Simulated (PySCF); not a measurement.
CH4Cl4Si2 (SMILES Cl[SiH](Cl)C[SiH](Cl)Cl), singlet, at a GFN2-xTB geometry, with bond 8-1 at 1.4 times its length; CASSCF(6,5)/STO-3G (PySCF).

The PySCF input:
```python
from pyscf import gto, scf, mcscf
import numpy

mol = gto.M(
    atom='''
Si    1.47997521    0.64490421    0.10761282
Cl    2.95445788    1.17269251   -1.16282604
Cl    2.14063265   -0.81102403    1.33507935
C     0.01296987   -0.02615979   -0.90343571
Si   -1.48298800   -0.63882752    0.10224764
Cl   -2.92086268   -1.24045291   -1.17729830
Cl   -2.17737086    0.88512376    1.22397591
H     0.97473891    2.26867069    1.22803736
H    -0.31690606    0.75504212   -1.59079655
H     0.36177629   -0.84554387   -1.53470687
H    -1.14617139   -1.75011948    0.97832963
''',
    basis='sto-3g',
    verbose=4,
)

mf = scf.RHF(mol)
mf.kernel()
mc = mcscf.CASSCF(mf, 5, 6)
mc.fix_spin_(ss=0.0)
mc = mc.newton()
mc.kernel()
occ = numpy.linalg.eigvalsh(mc.fcisolver.make_rdm1(mc.ci, mc.ncas, mc.nelecas))[::-1]
ss = mc.fcisolver.spin_square(mc.ci, mc.ncas, mc.nelecas)[0]
print('natural occupations', occ.round(4), ' <S^2>', round(ss, 4))
```

The log (banner, timings and long lists left out):

```
PySCF version 2.14.0

[INPUT] verbose = 4
[INPUT] num. atoms = 11
[INPUT] num. electrons = 106
[INPUT] charge = 0
[INPUT] spin (= nelec alpha-beta = 2S) = 0
[INPUT] symmetry False subgroup None
[INPUT] Mole.unit = angstrom
[INPUT] Symbol           X                Y                Z      unit          X                Y                Z       unit  Magmom
[INPUT]  1 Si     1.479975210000   0.644904210000   0.107612820000 AA    2.796747818046   1.218692333479   0.203358757292 Bohr   0.0
[INPUT]  2 Cl     2.954457880000   1.172692510000  -1.162826040000 AA    5.583116239763   2.216067672229  -2.197422746113 Bohr   0.0
[INPUT]  3 Cl     2.140632650000  -0.811024030000   1.335079350000 AA    4.045209441802  -1.532613297141   2.522934326062 Bohr   0.0
[INPUT]  4 C      0.012969870000  -0.026159790000  -0.903435710000 AA    0.024509502171  -0.049434838576  -1.707246063052 Bohr   0.0
[INPUT]  5 Si    -1.482988000000  -0.638827520000   0.102247640000 AA   -2.802441166016  -1.207209053635   0.193220036483 Bohr   0.0
[INPUT]  6 Cl    -2.920862680000  -1.240452910000  -1.177298300000 AA   -5.519630512663  -2.344116270320  -2.224771353916 Bohr   0.0
[INPUT]  7 Cl    -2.177370860000   0.885123760000   1.223975910000 AA   -4.114634597009   1.672641492745   2.312979252965 Bohr   0.0
[INPUT]  8 H      0.974738910000   2.268670690000   1.228037360000 AA    1.841989582857   4.287166270928   2.320654281134 Bohr   0.0
[INPUT]  9 H     -0.316906060000   0.755042120000  -1.590796550000 AA   -0.598865660615   1.426822819311  -3.006169799403 Bohr   0.0
[INPUT] 10 H      0.361776290000  -0.845543870000  -1.534706870000 AA    0.683658106461  -1.597846340605  -2.900175665788 Bohr   0.0
[INPUT] 11 H     -1.146171390000  -1.750119480000   0.978329630000 AA   -2.165950018912  -3.307246502466   1.848775060247 Bohr   0.0

nuclear repulsion = 791.193890455603
number of shells = 37
number of NR pGTOs = 189
number of NR cGTOs = 63
basis = sto-3g
ecp = {}

******** <class 'pyscf.scf.hf.RHF'> ********
method = RHF
initial guess = minao
damping factor = 0
level_shift factor = 0
DIIS = <class 'pyscf.scf.diis.CDIIS'>
diis_start_cycle = 1
diis_space = 8
diis_damp = 0
SCF conv_tol = 1e-09
SCF conv_tol_grad = None
SCF max_cycles = 50
direct_scf = True
direct_scf_tol = 1e-13
Set gradient conv threshold to 3.16228e-05
Initial guess from minao.
init E= -2428.58927932342
  HOMO = -0.345655955065084  LUMO = 0.00938705613310192  gap/eV = 9.66121
cycle= 1 E= -2429.31059773245  delta_E= -0.721  |g|= 0.431  |ddm|= 3.91
  HOMO = -0.363432906467913  LUMO = 0.148415861989778  gap/eV = 13.92811
cycle= 2 E= -2429.41009768752  delta_E= -0.0995  |g|= 0.106  |ddm|= 1.13
  HOMO = -0.349306254526384  LUMO = 0.187761212570258  gap/eV = 14.61435
cycle= 3 E= -2429.41518393987  delta_E= -0.00509  |g|= 0.0235  |ddm|= 0.221
  HOMO = -0.350536991835806  LUMO = 0.191296948385899  gap/eV = 14.74405
cycle= 4 E= -2429.41561923004  delta_E= -0.000435  |g|= 0.00586  |ddm|= 0.079
  HOMO = -0.350493890189513  LUMO = 0.191855089734999  gap/eV = 14.75807
cycle= 5 E= -2429.41563845646  delta_E= -1.92e-05  |g|= 0.00104  |ddm|= 0.0159
  HOMO = -0.35062962698122  LUMO = 0.191724574949595  gap/eV = 14.75821
cycle= 6 E= -2429.41563920668  delta_E= -7.5e-07  |g|= 0.000218  |ddm|= 0.00314
  HOMO = -0.350646569279436  LUMO = 0.191718710243484  gap/eV = 14.75851
cycle= 7 E= -2429.41563924144  delta_E= -3.48e-08  |g|= 4.58e-05  |ddm|= 0.000664
  HOMO = -0.350645994758105  LUMO = 0.191727949835486  gap/eV = 14.75875
cycle= 8 E= -2429.41563924324  delta_E= -1.8e-09  |g|= 8.35e-06  |ddm|= 0.000164
  HOMO = -0.350646998760886  LUMO = 0.191726098784018  gap/eV = 14.75872
cycle= 9 E= -2429.41563924332  delta_E= -8.09e-11  |g|= 1.42e-06  |ddm|= 3.28e-05
  HOMO = -0.350647251189586  LUMO = 0.191725920780731  gap/eV = 14.75873
Extra cycle  E= -2429.41563924331  delta_E= 1.18e-11  |g|= 5.69e-07  |ddm|= 4.02e-06
converged SCF energy = -2429.41563924331

******** <class 'pyscf.mcscf.newton_casscf.CASSCF'> ********
CAS (3e+3e, 5o), ncore = 50, nvir = 8
max_cycle_macro = 50
max_cycle_micro = 10
conv_tol = 1e-07
conv_tol_grad = None
orbital rotation max_stepsize = 0.03
augmented hessian ah_max_cycle = 30
augmented hessian ah_conv_tol = 1e-12
augmented hessian ah_linear dependence = 1e-14
augmented hessian ah_level shift = 1e-08
augmented hessian ah_start_tol = 500
augmented hessian ah_start_cycle = 3
augmented hessian ah_grad_trust_region = 3
kf_trust_region = 3
kf_interval = 5
natorb = False
canonicalization = True
internal_rotation = False
******** <class 'pyscf.fci.addons.SpinPenaltyFCISolver'> ********
max. cycles = 50
conv_tol = 1e-08
davidson only = True
linear dependence = 1e-12
level shift = 0.001
max iter space = 12
nroots = 1
pspace_size = 400
spin = None

WARN: SO-CASSCF (Second order CASSCF) is an experimental feature. Its performance is bad for large systems.

CASCI E = -2429.4364327495  dE = -2429.4364  S^2 = 0.0000000
Set conv_tol_grad to 0.000316228
macro 1 (18 JK  14 micro), CASSCF E = -2429.45438373787  dE = -0.01795  |grad|=0.0821  S^2 = 0.0000000
macro 2 (20 JK  15 micro), CASSCF E = -2429.45836368011  dE = -0.00398  |grad|= 0.15  S^2 = 0.0000000
macro 3 (10 JK  6 micro), CASSCF E = -2429.45950606109  dE = -0.001142  |grad|=0.0129  S^2 = 0.0000000
macro 4 (11 JK  7 micro), CASSCF E = -2429.46116204  dE = -0.001656  |grad|=0.0124  S^2 = 0.0000000
macro 5 (18 JK  13 micro), CASSCF E = -2429.47040907095  dE = -0.009247  |grad|=0.0509  S^2 = 0.0000000
macro 6 (11 JK  7 micro), CASSCF E = -2429.47256817768  dE = -0.002159  |grad|=0.00969  S^2 = 0.0000000
macro 7 (10 JK  6 micro), CASSCF E = -2429.47284992487  dE = -0.0002817  |grad|=0.00678  S^2 = 0.0000000
macro 8 (10 JK  6 micro), CASSCF E = -2429.47317925472  dE = -0.0003293  |grad|=0.005  S^2 = 0.0000000
macro 9 (10 JK  6 micro), CASSCF E = -2429.4733736789  dE = -0.0001944  |grad|=0.00175  S^2 = 0.0000000
macro 10 (12 JK  7 micro), CASSCF E = -2429.47326818538  dE = 0.0001055  |grad|=0.00114  S^2 = 0.0000000
macro 11 (10 JK  6 micro), CASSCF E = -2429.47338137636  dE = -0.0001132  |grad|=0.000657  S^2 = 0.0000000
macro 12 (9 JK  5 micro), CASSCF E = -2429.47338475986  dE = -3.383e-06  |grad|=0.000292  S^2 = 0.0000000
macro 13 (11 JK  7 micro), CASSCF E = -2429.47338484799  dE = -8.814e-08  |grad|=4.35e-05  S^2 = 0.0000000
newton CASSCF converged in 13 macro (29 KF 131 Hx) steps
CASSCF canonicalization
Density matrix diagonal elements [1.99648454 1.97516246 1.87863992 0.12520278 0.0245103 ]
CASSCF energy = -2429.47338484799
CASCI E = -2429.47338484799  E(CI) = -7.85868902843504  S^2 = 0.0000000
natural occupations [1.9992 1.9784 1.8729 0.1277 0.0218]  <S^2> 0.0
```
